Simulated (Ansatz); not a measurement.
Name a neutral molecule of Cl, Ge, O, S and H with ideal-gas entropy at 298 K and 1 bar (rigid rotor, harmonic PBE0-D4/def2-TZVP) between 392 and 408 J/(mol·K) and HOMO energy (B3LYP/def2-TZVPP) between -8.00 and -7.70 eV (Ansatz, PBE0-D4/def2-TZVP geometry).

`[OH][Ge]([OH])([SH])[Cl]` (395 J/(mol·K), -7.88 eV). Other molecules can fit too; these were computed, each in one conformer that needn't be the lowest.

B3LYP here is the variant with VWN-RPA as its local correlation; programs differ in this.
